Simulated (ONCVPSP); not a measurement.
# I (Z = 53): ONCV pseudisation with PBE, scalar-relativistic reference atom.

```json
{"Element": "iodine", "Generator": "ONCVPSP 4.0.1", "Type": "optimised norm-conserving Vanderbilt (ONCV)", "Functional": "PBE", "Relativity": "scalar-relativistic", "Frozen core": "[Kr] 4d10", "Valence charge": "7", "Reference configuration": "5s2 5p5", "Partial waves": "5s: rc 1.35 bohr, ncon 3, nbas 6, qcut 4.1 1/bohr, 1 projector; 5p: rc 1.90 bohr, ncon 5, nbas 8, qcut 3.9 1/bohr, 1 projector; d scattering state at 0.03 Ha: rc 1.70 bohr, ncon 5, nbas 8, qcut 6.7 1/bohr, 2 projectors, debl 3.9 Ha", "Local potential": "polynomial inside 1.30 bohr (lpopt 4, dvloc0 1 Ha)", "Core correction": "Teter function, fcfact 6, rcfact 1.5"}
```

Q: Does the generator finish with these settings?

A: No. ONCVPSP 4.0.1 stopped with "ERROR pspot: first pseudo wave function has node, program will stop": the optimised pseudo-wave of the first projector has a node, so the radial equation cannot be inverted for a potential. It happened in the d channel.
